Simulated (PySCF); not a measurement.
C5H10Si, SMILES C=CC1C[SiH2]C1. Atoms are numbered in the order given.

```xyz
16

C      2.9514    -0.2539     0.0000
C      1.7871     0.3970     0.0000
C      0.4359    -0.2389     0.0000
C     -0.4942     0.1453    -1.1918
Si    -1.9491    -0.0870     0.0000
C     -0.4942     0.1453     1.1918
H      2.9911    -1.3483     0.0000
H      3.9063     0.2782     0.0000
H      1.7870     1.4961     0.0000
H      0.5620    -1.3358     0.0000
H     -0.3732     1.2136    -1.4405
H     -0.3677    -0.4414    -2.1119
H     -3.0824     0.8898     0.0000
H     -2.5101    -1.4735     0.0000
H     -0.3677    -0.4414     2.1119
H     -0.3732     1.2136     1.4405
```
Charge 0, spin multiplicity 1.

Coordinates come from a PBE0-D3(BJ)/def2-SVP optimisation. One conformer was computed; it need not be the lowest.

Method: PBE/pcSseg-1 in PySCF.

GIAO shieldings, no solvent; atoms listed in one row are averaged. δ = σ(ref) − σ: ¹³C against TMS (σ = 182.0 ppm); ²⁹Si against TMS (σ = 335.4 ppm); ¹H against TMS (σ = 31.49 ppm), references at their B3LYP-D3(BJ)/def2-TZVP geometries, non-relativistic.

Task: Estimate the chemical shifts. (Estimate from the structure and the level; the computed values follow.)

Result: 
```json
[
 {"nucleus": "¹³C", "atoms": "C2", "count": "1", "δ (ppm)": "156.9"},
 {"nucleus": "¹³C", "atoms": "C1", "count": "1", "δ (ppm)": "117.4"},
 {"nucleus": "¹³C", "atoms": "C3", "count": "1", "δ (ppm)": "49.2"},
 {"nucleus": "¹³C", "atoms": "C4, C6", "count": "2", "δ (ppm)": "22.4"},
 {"nucleus": "²⁹Si", "atoms": "Si5", "count": "1", "δ (ppm)": "-37.9"},
 {"nucleus": "¹H", "atoms": "H9", "count": "1", "δ (ppm)": "6.18"},
 {"nucleus": "¹H", "atoms": "H7", "count": "1", "δ (ppm)": "5.40"},
 {"nucleus": "¹H", "atoms": "H8", "count": "1", "δ (ppm)": "5.24"},
 {"nucleus": "¹H", "atoms": "H13", "count": "1", "δ (ppm)": "5.14"},
 {"nucleus": "¹H", "atoms": "H14", "count": "1", "δ (ppm)": "5.01"},
 {"nucleus": "¹H", "atoms": "H10", "count": "1", "δ (ppm)": "3.13"},
 {"nucleus": "¹H", "atoms": "H12, H15", "count": "2", "δ (ppm)": "1.54"},
 {"nucleus": "¹H", "atoms": "H11, H16", "count": "2", "δ (ppm)": "1.45"}
]
```
